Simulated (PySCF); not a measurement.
Si(F)(H)2(NCO) (CH2FNOSi), SMILES O=C=N[SiH2]F. Heavy atoms are numbered as in [SiH2:1]([F:2])[N:3]=[C:4]=[O:5]. Hydrogens are named by the atom that carries them.

Geometry: B3LYP-D3(BJ)/def2-SVP. Other conformers were not sampled.

These are B3LYP/pcSseg-1 (PySCF) values and carry that method's errors.

GIAO shieldings, no solvent; atoms alike by connectivity are averaged. δ = σ(ref) − σ: ²⁹Si against TMS (σ = 338.7 ppm); ¹⁹F against CFCl3 (σ = 161.7 ppm); ¹⁵N against NH3 (σ = 265.5 ppm); ¹³C against TMS (σ = 181.3 ppm); ¹⁷O against H2O (σ = 333.8 ppm); ¹H against TMS (σ = 31.68 ppm), references at their B3LYP-D3(BJ)/def2-TZVP geometries, non-relativistic.

| nucleus | atoms | count | δ (ppm) |
|---|---|---|---|
| ²⁹Si | Si1 (SiH2) | 1 | -48.7 |
| ¹⁹F | F2 | 1 | -184.9 |
| ¹⁵N | N3 | 1 | 52.0 |
| ¹³C | C4 | 1 | 127.6 |
| ¹⁷O | O5 | 1 | 150.8 |
| ¹H | H on Si1 | 2 | 5.17 |
